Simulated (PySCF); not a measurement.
Two species compared at the same levels of theory.

First species: C₆H₁₁FOSi.
SMILES: `C/C=C1/[SiH2][C@@H](CO)[C@H]1F`

Second species: C₄H₁₅NOSi₃.
InChI=1S/C4H15NOSi3/c1-4(8)9(5,2-6)3-7/h2,4H,3,5H2,1,7-8H3/t4-,9+/m0/s1

Levels: PBE0/pcSseg-1 for dipole moment, HOMO energy, LUMO energy and HOMO–LUMO gap; GFN2-xTB for rotational constant A and rotational constant C. Geometries: GFN2-xTB. All species are isolated and taken at one optimised geometry, non-relativistic unless stated. Electronic properties by PySCF.

Dipoles, sizes and rotational constants follow the conformer. The torsions of the flexible species, by atom-mapped SMILES:
- `[CH3:1]/[CH:2]=[C:3]1/[SiH2:4][C@@H:5]([CH2:6][OH:7])[C@H:8]1[F:9]`: Si4–C5–C6–O7 -60°, H–O7–C6–C5 -61°
- `[CH3:1][C@@H:2]([SiH3:3])[Si@@:4]([NH2:5])([CH:6]=[O:7])[CH2:8][SiH3:9]`: C1–C2–Si4–N5 -60°, C2–Si4–C6–O7 -109°, C2–Si4–C8–Si9 -171°, H–N5–Si4–C2 96°, H–N5–Si4–C2 -50°

```csv
property,column X,column Y
dipole moment,2.42 D,2.04 D
HOMO energy,-6.75 eV,-7.44 eV
LUMO energy,-1.34 eV,-0.66 eV
HOMO–LUMO gap,5.41 eV,6.78 eV
rotational constant A,1.177 GHz,2.307 GHz
rotational constant C,0.489 GHz,0.732 GHz
```

**Question.** Which column belongs to which species?

**Answer.** Column X is the second species and column Y the first. The first has 20 atoms and 78 electrons, the second 24 and 96.

**Question.** How does each property change from the first species to the second?

**Answer.** dipole moment +0.38 D; HOMO energy +0.69 eV; LUMO energy -0.68 eV; HOMO–LUMO gap -1.37 eV; rotational constant A -1.130 GHz; rotational constant C -0.243 GHz.

On the first: The dipole equals about 6.8 × 10⁻³⁰ C·m (1 D = 3.33564 × 10⁻³⁰ C·m). A dipole of 2.04 D is allowed in C1, and pure rotational transitions are dipole-allowed.

On the second: In atomic units the dipole is 0.95 e·bohr (1 au = 2.5417 D).
